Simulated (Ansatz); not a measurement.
Reaction (substitution at a C–C bond): `C/C(F)=C(/C)Cl` + `[Cl][Hf]([Cl])([Cl])[SeH]` → `C[Se][Hf]([Cl])([Cl])[Cl]` + `C/C(Cl)=C/F`

Calculated with Ansatz (gas phase, PBE0-D4/def2-TZVP geometries, no zero-point term in ΔE). CCSD(T)/CBS adds triple-zeta CCSD(T) − MP2 to the extrapolated MP2 energy (def2 sets, frozen cores). This one scheme is used for every species. Double bonds are as drawn, so ΔE can hold a change between cis and trans. DFT in def2-TZVPP. B3LYP here is the variant with VWN-RPA as its local correlation; programs differ in this. def2 core potentials past Kr. For Hf, Se outer-core shells are correlated without core-valence functions, which leaves a few kJ/mol of doubt a bond. Scalar relativity is left out up to krypton. Each species was taken in one conformer, which may not be the lowest.

```tsv
level	ΔE (kcal/mol)	difference from CCSD(T)/CBS
PBE-D4	7.2	0.1
PBE0-D4	7.9	0.8
ωB97M-V	8.0	0.9
r2SCAN	8.1	1.0
B3LYP	8.3	1.2
HF/def2-TZVPP	9.5	2.4
MP2/def2-TZVPP	5.9	-1.2
CCSD(T)/def2-TZVPP	6.7	-0.4
HF/def2-QZVPP	9.4	2.3
CCSD/CBS(def2)	7.7	0.6
CCSD(T)/CBS	7.1	0
```

Largest T1 diagnostic among the species: 0.014.

The D4 term adds −0.8 kcal/mol with B3LYP and −0.4 kcal/mol with PBE0; it sums over pairs of atoms, weighted by their polarisabilities, and B3LYP, whose exchange is more repulsive, gets the larger term. In def2-TZVPP, CCSD(T) changes the Hartree–Fock value by −2.8 kcal/mol (the triples alone add −0.6 kcal/mol) and MP2 by −3.6 kcal/mol.
